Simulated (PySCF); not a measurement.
## Working out the ionisation energy of Tc

Tc [Kr] 4d5 5s2 (6S) → Tc⁺ [Kr] 4d5 5s1 (7S). Calculation: PySCF 2.14, in x2c-TZVPPall (8s6p6d2f1g, 79 functions); the spin-free X2C one-electron Hamiltonian (Gaussian nucleus). Frozen: [Ar] 3d10. Energies in hartree (1 hartree = 27.21139 eV):

```tsv
part	Tc (lower)	Tc⁺ (upper)
UHF	-4283.046492	-4282.842939
CCSD correlation	-0.420843	-0.373803
(T)	-0.014379	-0.009286
```

What does Hartree-Fock give?

(-4282.842939) − (-4283.046492) = 0.203553 hartree = 5.539 eV.

What do CCSD and CCSD(T) give?

The CCSD correlation energies differ by 0.047040 hartree = 1.280 eV and the triples by 0.005093 hartree = 0.139 eV, so CCSD gives 6.819 eV and CCSD(T) 6.958 eV.

Measured between the centres of the two terms (NIST): 7.119 eV, so CCSD(T) (valence and next inner shell) is off by -0.161 eV.

What remains against the reference includes basis incompleteness, the frozen core and higher excitations.
